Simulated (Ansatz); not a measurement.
`BNBNC`, relaxed with RKS PBE0-D4/def2-TZVP in Ansatz from a PBE-D4/def2-SVP geometry. The force threshold is 0.005 eV/Å; the program also tests the step.

Total charge 0; spin multiplicity 1.

Start:

```xyz
13

B     1.279    1.246   -0.835
N     0.968    1.019    0.524
B     0.296   -0.070    1.230
N    -0.669   -0.929    0.675
C    -1.287   -0.940   -0.638
H     0.938    0.450   -1.688
H     1.917    2.241   -1.135
H     1.381    1.699    1.171
H     0.567   -0.237    2.408
H    -1.006   -1.668    1.294
H    -0.792   -1.647   -1.340
H    -2.357   -1.228   -0.566
H    -1.235    0.064   -1.100
```

Q: How much energy does the relaxation release, and in how many steps? (An estimate is asked.)

A: The calculation gave: 4.99 kJ/mol, in 8 steps, 1 of them rejected.

Q: Which bonds change most? (Best estimate.)

A: Computed: B1–H6 from 1.216 to 1.195 Å; B1–H7 from 1.220 to 1.199 Å; B3–H9 from 1.221 to 1.200 Å; C5–H11 from 1.113 to 1.095 Å.

Q: Give the relaxed structure. (An estimate is asked.)

A: The calculation gave: 
```xyz
13

B     1.265    1.209   -0.829
N     0.951    1.020    0.524
B     0.287   -0.063    1.226
N    -0.659   -0.922    0.670
C    -1.272   -0.915   -0.638
H     0.913    0.417   -1.651
H     1.915    2.166   -1.145
H     1.370    1.691    1.153
H     0.552   -0.224    2.386
H    -0.992   -1.657    1.271
H    -0.734   -1.542   -1.356
H    -2.301   -1.278   -0.572
H    -1.297    0.098   -1.039
```
